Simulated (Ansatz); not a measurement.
System: CH$_{5}$In, net charge 0, singlet state. SMILES: [CH3][InH2]
Geometry: optimised at B3LYP-D3(BJ)/def2-TZVP (Ansatz, an electronic-structure program).

Wanted: vertical triplet-singlet gap (E(triplet) - E(singlet); each state is the SCF solution reached for its spin), in eV. Correlated levels leave the core frozen unless marked. UHF or UKS for open shells. Spin-orbit coupling is left out. The frozen core is the preceding noble-gas configuration, with the filled d and f shells of earlier blocks. Past Kr the def2 sets carry scalar-relativistic core potentials. Basis-set limits of correlation are two-point, X^-3; Hartree-Fock from the larger set.

```
level                                 program  vertical triplet-singlet gap (eV)
------------------------------------  -------  ---------------------------------
B3LYP/def2-TZVPD                       Ansatz                         (withheld)
BHLYP/def2-TZVPD                       Ansatz                         (withheld)
wB97M-V/def2-TZVPD                     Ansatz                               4.60
wB97X-V/def2-TZVPD                     Ansatz                               4.69
SCS-MP2/def2-SVPD                      Ansatz                               4.87
SCS-MP2/def2-QZVPPD                    Ansatz                               4.94
CCSD/def2-SVPD                         Ansatz                               4.59
CCSD/def2-TZVPPD                       Ansatz                               4.60
CCSD(T)/CBS(def2-TZVPPD,def2-QZVPPD)   Ansatz                               4.65
```

Q: Complete the blanks.

A: 
- B3LYP/def2-TZVPD, vertical triplet-singlet gap (eV): 4.33
- BHLYP/def2-TZVPD, vertical triplet-singlet gap (eV): 4.47
